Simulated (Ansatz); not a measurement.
System: sum formula SiAsH$_{4}$, charge 0, multiplicity 2. It need not be the lowest isomer of its formula. 
Structure (B3LYP-D3(BJ)/def2-TZVP (Ansatz, a program for electronic structure) minimum search):
```
Si
H 1 1.4898
H 1 1.4898 2 107.93
As 1 2.3749 2 108.49 3 117.37
H 4 1.5241 1 94.33 2 168.24
H 4 1.5241 5 93.15 1 94.58
```
Charge 0, spin multiplicity 2.

Basis-set convergence of Hartree-Fock and CCSD(T) correlation energies (hartree) with Ansatz. Cores are frozen in the correlated levels unless marked. UHF or UKS for open shells. No spin-orbit coupling. The frozen core is the preceding noble-gas configuration, with the filled d and f shells of earlier blocks. No relativistic terms.

```
basis        functions        E(HF)  E(corr, CCSD(T))
-----------  ---------  -----------  ----------------
def2-SVPD           94  -2525.05479          -0.26238
def2-TZVPPD        170          ___               ___
```

Task: Some entries are withheld; supply them.

Result: 
- def2-TZVPPD, E(HF): -2525.43347
- def2-TZVPPD, E(corr, CCSD(T)): -0.30779
